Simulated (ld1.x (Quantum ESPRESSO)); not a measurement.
**sulfur: excitation energies, all-electron against RRKJ**

```
Element                 : S (Z = 16)
Generator               : ld1.x (Quantum ESPRESSO) 7.5
Type                    : norm-conserving RRKJ (Kleinman–Bylander form)
Functional              : LDA (PZ)
Relativity              : non-relativistic
Frozen core             : [Ne]
Valence charge          : 6
Reference configuration : 3s2 3p4
Partial waves           : 3p (bound): rc 1.45 bohr; 3d channel at 0.15 Ry: rc 1.20 bohr; 3s (bound): rc 1.05 bohr
Local potential         : the s channel
Core correction         : Bessel-smoothed model core, default radius (core density twice the valence density)
```

Energies are relative to the spin-unpolarised reference configuration 3s2 3p4; without spin polarisation the order of configurations can differ from experiment. Spin-polarised rows fill each open shell by Hund’s rule, majority spin first.

```csv
valence configuration,charge,ΔE all-electron (eV),error AE − PS (meV)
3s2 3p3,+1,11.876,+5.5
3s2 3p2,+2,34.262,+36
3s2 3p1,+3,68.428,+122
3s0 3p6,0,20.342,-24
3s2 3p0,+4,115.414,+304
3s1 3p4,+1,22.534,+1.9
3s2 3p3 (spin-polarised),+1,9.912,+44
```

**Question.** What are ΔE and the potential's error for 3s2 3p4.3?

**Answer.** ΔE = -1.745 eV all-electron; the error (AE − PS) is +0.2 meV.

**Question.** What are ΔE and the potential's error for 3s2 3p4 (spin-polarised)?

**Answer.** ΔE = -0.706 eV all-electron; the error (AE − PS) is +13 meV.

Levels in the configuration 3s1 3p4:

```json
{"level": "3s", "all-electron (eV)": "-28.153", "pseudo (eV)": "-28.149"}
{"level": "3p", "all-electron (eV)": "-17.449", "pseudo (eV)": "-17.435"}
```
